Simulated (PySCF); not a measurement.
The dipole of `FC(F)[C@@H](CCl)OCC` from its density and from atomic charges.

Coordinates (GFN2-xTB, Å) and charges (e) from the PBE0/pcSseg-1 density (PySCF):

| atom | x | y | z | Mulliken | IAO | Hirshfeld | ESP-fitted |
| --- | --- | --- | --- | --- | --- | --- | --- |
| C1 | 2.732 | 0.001 | -0.299 | -0.2657 | -0.4232 | -0.1210 | -0.5058 |
| C2 | 1.304 | 0.418 | -0.606 | +0.0069 | -0.0438 | +0.0031 | +0.4293 |
| O3 | 0.440 | -0.357 | 0.217 | -0.5250 | -0.4009 | -0.1339 | -0.4328 |
| C4 | -0.924 | -0.262 | -0.081 | -0.0091 | +0.0584 | +0.0215 | +0.1524 |
| C5 | -1.573 | 1.065 | 0.338 | -0.1751 | -0.2674 | -0.0474 | -0.4957 |
| Cl6 | -1.423 | 2.301 | -0.931 | -0.1533 | -0.1069 | -0.0523 | -0.1213 |
| C7 | -1.595 | -1.414 | 0.683 | +0.5412 | +0.4460 | +0.1470 | +0.2653 |
| F8 | -1.751 | -1.116 | 1.990 | -0.2982 | -0.2993 | -0.0941 | -0.1890 |
| F9 | -2.838 | -1.638 | 0.198 | -0.3011 | -0.3052 | -0.1005 | -0.2051 |
| H10 | 2.869 | -1.055 | -0.517 | +0.1163 | +0.1476 | +0.0420 | +0.1330 |
| H11 | 2.944 | 0.167 | 0.753 | +0.1219 | +0.1511 | +0.0444 | +0.1448 |
| H12 | 3.423 | 0.585 | -0.900 | +0.1161 | +0.1484 | +0.0493 | +0.1234 |
| H13 | 1.170 | 1.487 | -0.400 | +0.1224 | +0.1295 | +0.0246 | +0.0044 |
| H14 | 1.064 | 0.237 | -1.663 | +0.1027 | +0.1209 | +0.0330 | -0.0221 |
| H15 | -1.104 | -0.436 | -1.156 | +0.1332 | +0.1376 | +0.0350 | +0.0984 |
| H16 | -2.640 | 0.921 | 0.510 | +0.1780 | +0.1757 | +0.0476 | +0.2549 |
| H17 | -1.095 | 1.445 | 1.241 | +0.1754 | +0.1771 | +0.0499 | +0.2546 |
| H18 | -1.013 | -2.343 | 0.611 | +0.1134 | +0.1543 | +0.0518 | +0.1112 |

Problem. Form Σ q r in debye for every column and set it beside the full dipole.

Solution. The full density gives (1.57, -0.40, -0.71) D, 1.77 D in size; dipole vectors point from the negative to the positive end.

| scheme | μx | μy | μz | size (D) | share of the full size (%) | angle to the full dipole (°) |
| --- | --- | --- | --- | --- | --- | --- |
| Mulliken | 2.34 | -0.10 | -1.47 | 2.76 | 156 | 13 |
| IAO | 2.40 | -0.21 | -1.85 | 3.04 | 171 | 16 |
| Hirshfeld | 0.83 | -0.24 | -0.43 | 0.96 | 54 | 4 |
| ESP-fitted | 1.58 | -0.41 | -0.68 | 1.76 | 99 | 1 |

Problem. Which set comes closest?

Solution. Length of the difference vector: ESP-fitted 0.04 D, Hirshfeld 0.81 D, Mulliken 1.12 D, IAO 1.42 D. Closest: ESP-fitted. The schemes that divide the density aren't constrained to reproduce the dipole.

Problem. What is left for the Hirshfeld atoms' own dipoles?

Solution. The shares of the density sum to the whole, so what Σ q r misses lies in dipoles about the nuclei. The atomic dipoles sum to (1.57, -0.40, -0.71) − (0.83, -0.24, -0.43) = (0.74, -0.16, -0.28) D, 0.81 D in size.

Problem. With the origin at the mean of the coordinates, (0.000, 0.000, -0.001) Å, which are the largest single terms, by size, of the IAO dipole along the direction of the full one?

Solution. C1 -5.18, F9 +3.27, F8 +3.02, C7 -2.94, H12 +2.33 D; all 18 atoms together +2.92 D. The single terms depend on the origin, their sum doesn't.

Problem. Give the size of the full dipole in other units.

Solution. 1.77 D = 0.698 au = 0.369 e·Å = 5.92 × 10⁻³⁰ C·m.

The structure is a single GFN2-xTB conformer in the gas phase; no vibrational or solvent corrections.

The values belong to the conformer `[CH3:1][CH2:2][O:3][C@H:4]([CH2:5][Cl:6])[CH:7]([F:8])[F:9]`: C1–C2–O3–C4 -170°, C2–O3–C4–C5 -73°, O3–C4–C5–Cl6 88°, O3–C4–C7–F8 79°.
